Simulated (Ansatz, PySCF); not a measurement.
## Related reaction energies, level by level

Each structure stands at its B3LYP-D3(BJ)/def2-TZVP stationary point, reached from a drawn start (curvature not checked).

(1), CH2 (SMILES [CH2]) (charge 0, multiplicity 3):
```xyz
3

C      0.0000     0.0000    -0.2750
H      0.9962     0.0000     0.1375
H     -0.9962     0.0000     0.1375
```

(2), CH2 (SMILES [CH2]) (charge 0, multiplicity 1):
| atom | x (Å) | y (Å) | z (Å) |
|---|---|---|---|
| C | 0.0000 | 0.0000 | -0.4669 |
| H | 0.8620 | 0.0000 | 0.2334 |
| H | -0.8620 | 0.0000 | 0.2334 |

(3), SiH2 (SMILES [SiH2]) (charge 0, multiplicity 1, Z-matrix in Å and degrees):
```
Si
H 1 1.5232
H 1 1.5232 2 91.47
```

(4), SiH2 (SMILES [SiH2]) (charge 0, multiplicity 3, Z-matrix in Å and degrees):
```
Si
H 1 1.4847
H 1 1.4847 2 118.43
```

(5), CH4 (SMILES C) (charge 0, multiplicity 1, Z-matrix in Å and degrees):
```
C
H 1 1.0893
H 1 1.0893 2 109.47
H 1 1.0893 2 109.47 3 -120.00
H 1 1.0893 2 109.47 3 120.00
```

(6), H2 (SMILES [H][H]) (charge 0, multiplicity 1):
```xyz
2

H      0.0000     0.0000     0.3720
H      0.0000     0.0000    -0.3720
```

```tsv
step	quantity	PBE/def2-TZVPP (kJ/mol)	r2SCAN/def2-TZVPP (kJ/mol)	B3LYP-D3(BJ)/def2-TZVPP (kJ/mol)	PBE0/def2-TZVPP (kJ/mol)	wB97M-V/def2-TZVPP (kJ/mol)
(1) → (2)	spin gap	66.9	92.6	48.9	74.1	39.6
(3) → (4)	spin gap	67.6	45.1	85.8	62.5	101.2
(1) + (6) → (5)	reaction energy	-506.4	-481.3	-498.9	-500.9	-506.8
```

Right side less left side. No zero-point or thermal terms; singlets are restricted closed shells; open shells are unrestricted. In a spin gap the higher of the two states is an excited state.

The values were computed with Ansatz (a program for electronic structure); PySCF for the D3/D4 terms. All values are computed, each at the level named.

At wB97M-V/def2-TZVPP the steps run from -506.8 ((1) + (6) → (5)) to 101.2 kJ/mol ((3) → (4)); 1 of 3 are downhill as written. PBE/def2-TZVPP, B3LYP-D3(BJ)/def2-TZVPP give the same order. No level here is sure enough to rank the others by; between PBE/def2-TZVPP and wB97M-V/def2-TZVPP the widest gap is -33.6 kJ/mol, for (3) → (4).

The steps were written down ahead of the runs, not picked by their results: 3 of 3 stand here.
